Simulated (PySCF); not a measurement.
Electronic absorption of W(NH)2(NH2)2

Compound: W(NH)2(NH2)2 (singlet state).
Bonds: W1–N2, W1–N4, W1–N6, W1–N9. Hydrogens: H3 on N2; H5 on N4; H7, H8 on N6; H10, H11 on N9.

The calculation used TDDFT B3LYP/def2-SVPD, vertical, gas phase, core orbitals frozen in the response, def2 core potentials past Kr in PySCF 2.14.0, density-fitted response routines. Isolated species at its PBE0-D3(BJ)/def2-SVP geometry, gas phase. Spin–orbit coupling is left out.

```csv
state,E (eV),ν̃ (cm⁻¹),f,"main configurations (H = HOMO, L = LUMO)"
S1,4.81,38810,0.0069,H→L (91%)
S2,4.97,40090,0.027,"H→L+1 (78%), H-1→L (10%), H-3→L+1 (8%)"
S3,5.24,42250,0.0079,"H-1→L (88%), H→L+1 (9%)"
S4,5.34,43060,0.0000,H-2→L (97%)
S5,5.58,44990,0.0047,H→L+2 (91%)
S6,5.60,45150,0.0086,"H-1→L+1 (49%), H-3→L (47%)"
S7,5.72,46150,0.0023,"H-2→L+1 (63%), H→L+3 (29%)"
S8,5.73,46250,0.0000,H→L+4 (96%)
S9,5.98,48220,0.0034,"H→L+3 (66%), H-2→L+1 (25%)"
S10,6.05,48760,0.027,"H-3→L+1 (52%), H→L+5 (35%)"
```

Triplets, Tamm–Dancoff:

```csv
state,E (eV),λ (nm),"main configurations (H = HOMO, L = LUMO)"
T1,4.19,295.8,"H→L (84%), H-3→L (12%)"
T2,4.39,282.1,H→L+1 (91%)
T3,4.85,255.4,H-1→L (88%)
T4,4.98,249.1,"H-2→L+1 (47%), H-4→L (23%), H→L+3 (12%)"
```

The lowest singlet comes at 258 nm (464 kJ/mol) in the ultraviolet; it is weak; its leading configuration is HOMO→LUMO (91%). The largest oscillator strength of a single state is 0.027. For S1 the Löwdin share of tungsten is at most 15% in HOMO and 48% in LUMO. Of the 10 states listed, 2 reach f = 0.01 and 2 stay under 0.0005. Orbital energies (eV): HOMO-3 -7.66, HOMO-2 -7.38, HOMO-1 -7.36, HOMO -6.54, LUMO -0.63, LUMO+1 -0.50, LUMO+2 0.00. The listed states span 1.23 eV, and the widest gap between neighbours is 0.27 eV (S2 to S3). The vertical ionisation energy (ΔSCF) is 8.55 eV, 2.51 eV above S10. Only the lowest 10 singlets were computed, as vertical energies without vibronic structure.

On one thread of an x86-64 server, no GPU, on a shared host, this took 68 s.
